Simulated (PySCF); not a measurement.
# Reading the logs of faulty runs: B2H5N2

All numbers below are calculated, not measured. The program is PySCF 2.14.0, an open-source quantum chemistry code, run on an isolated molecule that a program drew, which may never have been made. The molecule is B2H5N2 (charge 0, doublet), drawn as the SMILES string `[BH]B(N)N`.

Each row is a Hartree-Fock (HF) and frozen-core CCSD(T) single point in the cc-pVDZ basis, meant for a local HF minimum. Run 1 is clean. Each other run has one planted mistake out of seven kinds, and not every kind appears here: one electron removed, one electron added, multiplicity raised by two, geometry at a saddle point, minimal basis STO-3G, one bond length entered in bohr, all coordinates scaled. The reference is restricted for singlets and unrestricted otherwise, and also for a bond in bohr. Adding or removing an electron swaps singlet and doublet. Electrons count all cores. HOMO and LUMO are orbital energies over both spins, the gradient is its largest component, and the lowest frequency (negative if imaginary) is given only where the gradient is small. Bond lengths are over the 8 bonds as drawn. T1 is the CCSD diagnostic: over 0.02 (restricted) or 0.045 (unrestricted) a single reference is doubtful.

Geometry of the clean run:
```xyz
9
B2H5N2, angstrom
B     1.0567    2.5149   -0.5995
B     0.9266    1.1521    0.4181
N     0.3887    1.2932    1.7244
N     1.3828   -0.1142   -0.0338
H     0.4007    3.0901   -1.4187
H     0.3284    0.5388    2.3763
H     0.0730    2.1608    2.0989
H     1.3672   -0.9367    0.5328
H     1.7923   -0.2637   -0.9297
```

| run | electrons | basis functions | <S^2> | HOMO (eV) | LUMO (eV) | gradient (hartree/bohr) | lowest frequency (cm^-1) | mean bond (Å) | longest bond (Å) | T1 | HF (hartree) | CCSD(T) (hartree) | mistake |
|---|---|---|---|---|---|---|---|---|---|---|---|---|---|
| 1 | 29 | 81 | 0.757 | -8.16 | 2.03 | 3.1e-05 | 163 | 1.2166 | 1.706 | 0.0134 | -161.19002 | -161.72479 | no fault |
| 2 | 28 | 81 | 0.000 | -15.09 | -6.09 | 5.0e-02 | - | 1.2166 | 1.706 | 0.0211 | -160.92847 | -161.45927 | one electron removed |
| 3 | 29 | 81 | 1.487 | -8.50 | 1.32 | 2.4e-02 | - | 1.3277 | 1.888 | 0.0603 | -161.04221 | -161.57761 | one bond length entered in bohr |
| 4 | 29 | 81 | 0.758 | -8.33 | 1.85 | 4.2e-02 | - | 1.2835 | 1.800 | 0.0151 | -161.16604 | -161.71116 | ? |
| 5 | 29 | 81 | 0.755 | -8.32 | 1.77 | 4.4e-05 | -333 | 1.2198 | 1.735 | 0.0146 | -161.18661 | -161.72303 | ? |

**Which mistake was planted in run 4, and what did it cost?**

The mean and the longest bond both change by the same factor, 1.055, and the gradient is no longer small. So the mistake is: all coordinates scaled. Subtracting run 1 and multiplying by 627.51 kcal/mol a hartree, the energy moved by 15.0 kcal/mol in HF and 8.6 kcal/mol in CCSD(T).

**Which mistake was planted in run 5, and what did it cost?**

The gradient is small, so the point is stationary, but the lowest frequency is imaginary (-333 cm^-1). So the mistake is: geometry at a saddle point. Subtracting run 1 and multiplying by 627.51 kcal/mol a hartree, the energy moved by 2.1 kcal/mol in HF and 1.1 kcal/mol in CCSD(T).

Cautions from the logs. Run 2: T1 is over the limit, so its CCSD(T) energy is less reliable; run 3: T1 is over the limit, so its CCSD(T) energy is less reliable.
